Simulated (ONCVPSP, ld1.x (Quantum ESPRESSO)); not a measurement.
## Hardness and transferability of assorted potentials

Generated with ld1.x 7.5 (TM, RRKJ, ultrasoft, PAW), atompaw 4.2 or ONCVPSP 4.0.1. The cutoff is in Ry: for ld1.x and atompaw files where the sum of valence levels is converged to 10 mRy in a Bessel basis, for ONCV files where the hardest occupied wave has 1 mHa per electron of residual kinetic energy. The error is the largest all-electron minus pseudo excitation energy over each file’s own four to seven test configurations (ionisations up to +4, promotions, holes and added fractions of an electron), all of which were solved. The labels leave out finer settings (local radius, basis sizes, second energies), which also bear on the numbers. Spin-polarised tests are not counted. The rows are a selection from randomly drawn settings: files with unsolved tests, undetermined cutoffs or missed reference levels are left out.

A true bound ghost makes a file unfit for plane-wave use even where its test errors are small: the radial tests pick states by their node count and pass the ghost by.

| element | potential | cutoff (Ry) | largest error (meV) | bound ghosts |
| --- | --- | --- | --- | --- |
| Ne | PAW, PW91, scalar-relativistic, rc 0.60/1.25/1.30 (spd), local d, core correction yes, reference 2s2 2p5 | 90 | -87 | none |
| Ar | ONCV, PBE, scalar-relativistic, rc 1.10/1.40/1.45 (spd), local smoothed, core correction no, reference 3s2 3p5.5, qcut 4.7/7/7.6, projectors 2/1/3 | 182 | +15 | none |
| Ti | TM, BLYP, scalar-relativistic, rc 2.90/3.10/1.55/3.20 (spdf), local smoothed, core correction yes, reference 3d2 4s1.5 4p0 | 80 | -31 | none |
| Zr | ultrasoft, PBEsol, scalar-relativistic, rc 1.85/2.80/1.70 (spd), local smoothed, core correction yes, reference 4s2 4p6 4d2 5s1.5 5p0.5 | 30 | -35 | none |
| Ag | TM, PBE, non-relativistic, rc 1.90/3.40/1.25 (spd), local s, core correction yes, reference 4d10 5s1 5p0 | 80 | -2268 | none |
| Cd | TM, LDA (PZ), scalar-relativistic, rc 1.95/2.70/1.20 (spd), local s, core correction yes, reference 4d10 5s2 5p0 | 90 | -223 | none |

Problem. Fill in the row for Cd: ONCV, LDA (Perdew-Zunger), fully relativistic, rc 1.35/1.00/1.15 (spd), local smoothed, core correction yes, reference 4s2 4p6 4d10 5s2, qcut 10/8.3/7, projectors 3/2/1.

Solution. cutoff 336 Ry, largest error +3.4 meV, bound ghosts: none.

Problem. Fill in the row for Ni: RRKJ, PBEsol, scalar-relativistic, rc 1.95/2.40/1.45 (spd), local p, core correction yes, reference 3d8 4s2 4p0.

Solution. cutoff 90 Ry, largest error -571 meV, bound ghosts: s.
